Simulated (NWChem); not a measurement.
# CaClF; SMILES [F][Ca][Cl]

```xyz
3

Ca     0.1478     0.4729     0.0000
F     -0.6523     2.2570     0.0000
Cl     0.0091    -1.9885     0.0000
```
Atoms are numbered in this order, from 1.

Level: PBE0/def2-SVP (NWChem), optimised geometry, unscaled harmonic frequencies. 

**Question.** List the harmonic frequencies with IR intensities, and the thermochemistry.

**Answer.** 
```json
[
 {"frequency (cm⁻¹)": "67", "IR intensity (km/mol)": "62.7"},
 {"frequency (cm⁻¹)": "353", "IR intensity (km/mol)": "39.5"},
 {"frequency (cm⁻¹)": "634", "IR intensity (km/mol)": "194.5"}
]
```

The zero-point energy comes out as 1.5 kcal/mol and the thermal correction to the enthalpy at 298.15 K (with zero-point energy) is 4.7 kcal/mol. The heat capacity Cv is 10.5 cal/(mol K) and the entropy at 298.15 K and 1 atm (symmetry number 1) comes out as 69.6 cal/(mol K). The dipole moment comes out as 3.61 D.

Rigid rotor and harmonic oscillator; modes under 100 cm⁻¹ make the entropy uncertain.
